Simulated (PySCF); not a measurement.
A series of related molecules.

All values: B3LYP/def2-SVPD (PySCF) at PBE0-D3(BJ)/def2-SVP geometries, gas phase, one conformer each. Core orbitals are frozen in the response; Δα² is half the sum of the squared differences of the principal polarisabilities.

Question: Rank by polarisability anisotropy Δα, highest first.
A. Si(vinyl)3(NHiPr) (`C=C[Si](C=C)(C=C)NC(C)C`)
B. Si(vinyl)3(NiPr2) (`C=C[Si](C=C)(C=C)N(C(C)C)C(C)C`)
C. Si(vinyl)3Ph (`C=C[Si](C=C)(C=C)c1ccccc1`)
D. Si(vinyl)3(OiPr) (`C=C[Si](C=C)(C=C)OC(C)C`)
E. Si(vinyl)3(tBu) (`C=C[Si](C=C)(C=C)C(C)(C)C`)

Answer: C (6.11 Å³), A (5.54 Å³), D (5.00 Å³), B (3.23 Å³), E (2.23 Å³).

Question: Rank by HOMO–LUMO gap, lowest first.
A. Si(vinyl)3(OMe) (`C=C[Si](C=C)(C=C)OC`)
B. Si(vinyl)3(NiPr2) (`C=C[Si](C=C)(C=C)N(C(C)C)C(C)C`)
C. Si(vinyl)3(tBu) (`C=C[Si](C=C)(C=C)C(C)(C)C`)
D. Si(vinyl)3(NHtBu) (`C=C[Si](C=C)(C=C)NC(C)(C)C`)
E. Si(vinyl)3Ph (`C=C[Si](C=C)(C=C)C1=CC=CC=C1`)

Answer: B (5.20 eV), D (5.42 eV), E (6.14 eV), A (6.28 eV), C (6.49 eV).

All values together:

| SMILES | formula | μ (D) | HOMO (eV) | LUMO (eV) | α (Å³) | Δα (Å³) | electrons | α per electron (Å³) |
| --- | --- | --- | --- | --- | --- | --- | --- | --- |
| C=C[Si](C=C)(C=C)N(C(C)C)C(C)C | C12H23NSi | 0.38 | -5.79 | -0.58 | 26.53 | 3.23 | 116 | 0.229 |
| C=C[Si](C=C)(C=C)OC | C7H12OSi | 0.99 | -7.46 | -1.19 | 16.99 | 5.65 | 76 | 0.224 |
| C=C[Si](C=C)(C=C)NC(C)C | C9H17NSi | 0.55 | -6.26 | -0.81 | 21.32 | 5.54 | 92 | 0.232 |
| C=C[Si](C=C)(C=C)C(C)(C)C | C10H18Si | 0.15 | -7.07 | -0.58 | 21.97 | 2.23 | 92 | 0.239 |
| C=C[Si](C=C)(C=C)OC(C)(C)C | C10H18OSi | 0.85 | -7.26 | -0.97 | 22.33 | 4.91 | 100 | 0.223 |
| C=C[Si](C=C)(C=C)OC(C)C | C9H16OSi | 1.14 | -7.39 | -0.96 | 20.58 | 5.00 | 92 | 0.224 |
| C=C[Si](C=C)(C=C)NC(C)(C)C | C10H19NSi | 0.53 | -6.23 | -0.80 | 23.21 | 5.36 | 100 | 0.232 |
| C=C[Si](C=C)(C=C)c1ccccc1 | C12H14Si | 0.25 | -7.06 | -0.93 | 24.65 | 6.11 | 100 | 0.246 |

Conformers: `C=C[Si](C=C)(C=C)N(C(C)C)C(C)C`; `C=C[Si](C=C)(C=C)OC`; `C=C[Si](C=C)(C=C)NC(C)C`; `C=C[Si](C=C)(C=C)C(C)(C)C`; `C=C[Si](C=C)(C=C)OC(C)(C)C`; `C=C[Si](C=C)(C=C)OC(C)C`; `C=C[Si](C=C)(C=C)NC(C)(C)C`; `C=C[Si](C=C)(C=C)c1ccccc1`.

Q: How closely does the mean polarisability follow the number of electrons in this set?

A: The correlation coefficient is 0.96; α per electron runs from 0.223 to 0.246 Å³.
